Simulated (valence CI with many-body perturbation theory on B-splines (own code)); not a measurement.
## Level structure of Cs V

Method: configuration interaction combined with many-body perturbation theory (CI+MBPT): five valence electrons over a frozen Dirac-Fock core [Kr] 4d10, a basis of 11 s, 11 p, 10 d, 8 f, 5 g, 2 h functions for each j, with the one-electron correlation potential Σ1 (screened to all orders), the two-electron term Σ2, the three-electron term Σ3, Breit, model QED; selected single and double excitations, second order for the rest, scaled by the run's own slope (own B-spline code, finite nucleus).

Against 41 measured levels this calculation errs by 280 cm⁻¹ on average and by 650 at most. These come from a selection out of Sansonetti, J. Phys. Chem. Ref. Data 38, 761 (2009). Levels without a partner in it may be off by more, other configurations by several thousand cm⁻¹. Among the levels kept, up to 2600 cm⁻¹ of a level comes from second order outside the variational space, and about a tenth of that is noise between levels of different J, which matters for small intervals. 3 measured levels below the end of the list, from 170737 cm⁻¹ on, found no clear computed partner, and computed levels of the same name lie up to 16699 cm⁻¹ from them.

Levels 91 to 135 of 196, with energies above the lowest level, 5s²5p³ ⁴S°_3/2. "Leading %" is the weight of the configuration and term that name the level; weights of strongly mixed levels are sums over their largest components and can fall short. In the jj column 3d3/2^4 stands for four electrons in 3d with j = 3/2. Lifetimes count E1, E2, E3, M1 and M2 decay at the calculated energies, and are blank where another channel may lead or the interval is too uncertain; long ones can be off by a factor of two.

```csv
No.,Configuration,Term,J,E (cm⁻¹),Leading %,Lifetime,g,Leading jj
91,5s5p³5d,⁶D°,9/2,255320,91,32.0 ns,1.542,5s 5p1/2 5p3/2^2 5d5/2 (47 %)
92,5s²5p²6p,⁴P°,1/2,255510,68,465 ps,2.270,5s^2 5p1/2 5p3/2 6p3/2 (75 %)
93,5s²5p²6p,⁴D°,7/2,258500,66,456 ps,1.344,5s^2 5p1/2 5p3/2 6p3/2 (80 %)
94,5s²5p²6p,⁴P°,3/2,258730,39,589 ps,1.505,5s^2 5p1/2 5p3/2 6p1/2 (44 %)
95,5p⁵,²P°,3/2,259990,40,606 ps,1.403,5p1/2^2 5p3/2^3 (40 %)
96,5s²5p²6p,²P°,3/2,261510,52,531 ps,1.185,5s^2 5p1/2 5p3/2 6p3/2 (65 %)
97,5s²5p²6p,²D°,5/2,263170,39,501 ps,1.210,5s^2 5p1/2 5p3/2 6p3/2 (80 %)
98,5s²5p²6p,²P°,1/2,266030,71,660 ps,0.806,5s^2 5p1/2 5p3/2 6p3/2 (63 %)
99,4f5s5p³,⁶F,1/2,269620,93,39.5 ns,-0.634,4f5/2 5s 5p1/2 5p3/2^2 (50 %)
100,4f5s5p³,⁶F,3/2,269650,92,34.9 ns,1.065,4f5/2 5s 5p1/2 5p3/2^2 (44 %)
101,4f5s5p³,⁶F,7/2,269650,90,26.7 ns,1.381,4f5/2 5s 5p1/2^2 5p3/2 (29 %)
102,4f5s5p³,⁶F,5/2,269650,91,29.9 ns,1.303,4f5/2 5s 5p1/2 5p3/2^2 (36 %)
103,4f5s5p³,⁶F,9/2,269760,89,27.0 ns,1.418,4f7/2 5s 5p1/2^2 5p3/2 (28 %)
104,4f5s5p³,⁶F,11/2,270130,91,40.9 ns,1.442,4f7/2 5s 5p1/2 5p3/2^2 (47 %)
105,5s5p³5d,⁴D°,5/2,270580,64,2.02 ns,1.309,5s 5p1/2^2 5p3/2 5d5/2 (36 %)
106,5s5p³5d,⁴D°,3/2,271090,52,2.17 ns,0.924,5s 5p1/2^2 5p3/2 5d5/2 (30 %)
107,5p⁵,²P°,1/2,273270,38,956 ps,0.549,5s 5p1/2 5p3/2^2 5d5/2 (40 %)
108,5s²5p²6p,²P°,3/2,273370,36,530 ps,1.231,5s^2 5p3/2^2 6p1/2 (80 %)
109,5s5p³5d,⁴D°,7/2,273460,76,3.44 ns,1.405,5s 5p1/2 5p3/2^2 5d5/2 (59 %)
110,5s²5p²6p,²D°,5/2,274480,56,527 ps,1.276,5s^2 5p3/2^2 6p1/2 (62 %)
111,5s²5p²6p,²F°,5/2,274940,40,515 ps,1.106,5s^2 5p3/2^2 6p3/2 (67 %)
112,5s5p³5d,⁴D°,1/2,275330,70,1.69 ns,0.171,5s 5p1/2 5p3/2^2 5d3/2 (31 %)
113,5s²5p²6p,²F°,7/2,276420,62,468 ps,1.235,5s^2 5p3/2^2 6p3/2 (78 %)
114,5s5p³5d,⁴F°,3/2,277370,54,1.88 ns,0.719,5s 5p1/2 5p3/2^2 5d3/2 (55 %)
115,5s²5p²6p,²P°,1/2,278120,79,470 ps,0.807,5s^2 5p3/2^2 6p3/2 (53 %)
116,5s5p³5d,⁴F°,5/2,279070,65,1.72 ns,1.090,5s 5p1/2 5p3/2^2 5d3/2 (62 %)
117,5s5p³5d,⁴F°,7/2,281330,70,1.81 ns,1.240,5s 5p1/2 5p3/2^2 5d3/2 (49 %)
118,4f5s5p³,⁴F,7/2,282580,73,4.05 ns,1.213,4f7/2 5s 5p1/2^2 5p3/2 (35 %)
119,4f5s5p³,⁴F,5/2,283150,73,3.47 ns,0.969,4f7/2 5s 5p1/2^2 5p3/2 (38 %)
120,5s²5p²6p,²P°,3/2,284720,65,517 ps,1.271,5s^2 5p3/2^2 6p3/2 (85 %)
121,5s5p³5d,⁴F°,9/2,284750,73,3.65 ns,1.313,5s 5p1/2 5p3/2^2 5d5/2 (59 %)
122,4f5s5p³,⁴F,9/2,285090,85,7.77 ns,1.318,4f7/2 5s 5p1/2 5p3/2^2 (42 %)
123,4f5s5p³,⁴F,3/2,285210,89,6.27 ns,0.424,4f7/2 5s 5p1/2 5p3/2^2 (45 %)
124,5s5p³5d,⁴G°,5/2,286700,69,1.37 ns,0.654,5s 5p1/2^2 5p3/2 5d3/2 (40 %)
125,5s5p³5d,²S°,1/2,287260,66,1.31 ns,2.086,5s 5p1/2^2 5p3/2 5d3/2 (30 %)
126,5s5p³5d,⁴G°,7/2,288070,64,890 ps,1.049,5s 5p1/2 5p3/2^2 5d3/2 (25 %)
127,5s5p³5d,⁴G°,9/2,290370,62,1.25 ns,1.219,5s 5p1/2 5p3/2^2 5d5/2 (56 %)
128,4f5s5p³,⁴G,5/2,290760,72,1.63 ns,0.658,4f5/2 5s 5p1/2 5p3/2^2 (51 %)
129,5s²5p²6p,²P°,1/2,291760,85,537 ps,0.676,5s^2 5p3/2^2 6p1/2 (79 %)
130,4f5s5p³,⁴G,7/2,292430,69,1.88 ns,0.993,4f5/2 5s 5p1/2 5p3/2^2 (57 %)
131,5s5p³5d,⁴D°,1/2,292650,82,306 ps,0.060,5s 5p1/2^2 5p3/2 5d3/2 (31 %)
132,5s5p³5d,⁴G°,11/2,293390,88,1.37 ns,1.273,5s 5p1/2 5p3/2^2 5d5/2 (88 %)
133,4f5s5p³,⁴G,9/2,294260,61,2.18 ns,1.150,4f5/2 5s 5p1/2 5p3/2^2 (39 %)
134,5s5p³5d,²G°,7/2,294290,63,1.06 ns,0.974,5s 5p1/2^2 5p3/2 5d5/2 (36 %)
135,5s²5p²6p,²P°,3/2,294910,78,475 ps,1.326,5s^2 5p3/2^2 6p3/2 (79 %)
```

Names give the largest LS component (configuration and term), which can be under half, so a name can repeat, a term be missing and a line seem to break the LS rules; names also repeat where a configuration has a term twice.

Where two levels of one J and parity lie close, their mixing, g and order are uncertain.
